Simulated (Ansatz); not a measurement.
Cartesian coordinates in Å:
```
N 0.5723 -1.7527 -0.4672
Zr -0.4372 -0.0439 -0.0878
N -0.1122 0.4279 1.8499
N 0.4036 1.4117 -1.2092
I -3.1451 -0.3161 -0.6318
H 0.2730 -2.6652 -0.1463
H 1.3773 -1.8644 -1.0671
H 0.4789 -0.0632 2.5056
H -0.6107 1.1593 2.3415
H 0.2691 1.4993 -2.2088
H 0.9310 2.2074 -0.8787
```

Charge 0, multiplicity 1. Zr, I: def2 effective core potential.

**Question.** List the PBE0/def2-TZVPP orbital energies in eV (Ansatz). (Estimate.)

**Answer.** The calculation gave: Occupied: -390.74, -390.74, -390.74, -186.81, -132.62, -132.56, -132.56, -58.51, -51.74, -51.71, -51.71, -51.65, -51.65, -34.88, -34.88, -34.76, -23.05, -22.87, -22.87, -18.28, -13.48, -13.48, -13.34, -10.69, -10.63, -10.63, -8.23, -7.91, -7.91, -7.52, -7.10, -7.10. Lowest empty: -0.72, -0.72, -0.27, 0.04, 0.51, 0.51, 0.66, 0.66.
